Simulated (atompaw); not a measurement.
# u(r) = r·R(r): atom against pseudo-atom (Zn)

Columns: radius, all-electron u(r) and pseudo u(r) of the 4p shell (level -1.08 eV) of zinc in the configuration [Ar] 3d10 4s2 4p0; PBEsol, scalar-relativistic, PAW (atompaw) scheme, atompaw 4.2.0.5.

```tsv
r (bohr)	all-electron	pseudo
0.115	0.0949	0.0028
0.231	0.0140	0.0113
0.346	-0.0985	0.0251
0.462	-0.1554	0.0440
0.577	-0.1547	0.0670
0.692	-0.1176	0.0937
0.808	-0.0616	0.1236
0.923	0.0007	0.1553
1.038	0.0632	0.1882
1.154	0.1231	0.2218
1.269	0.1775	0.2547
1.385	0.2270	0.2868
1.500	0.2706	0.3169
1.615	0.3091	0.3449
1.731	0.3429	0.3707
1.846	0.3720	0.3934
1.962	0.3971	0.4136
2.077	0.4183	0.4307
2.192	0.4361	0.4452
2.308	0.4510	0.4572
2.423	0.4629	0.4669
2.538	0.4722	0.4745
2.654	0.4793	0.4804
2.769	0.4842	0.4846
2.885	0.4873	0.4874
3.000	0.4887	0.4887
```

(1) How many radial nodes do the two functions have?

(2) Is the pseudo-wave norm-conserving?

Results:

(1) The all-electron 4p function has n − l − 1 = 2; the pseudo-wave has 0, since the states of the same l below it are removed with the core.

(2) No, it belongs to a PAW set: the norm inside the radius is not constrained, and the difference is carried by the augmentation charge.
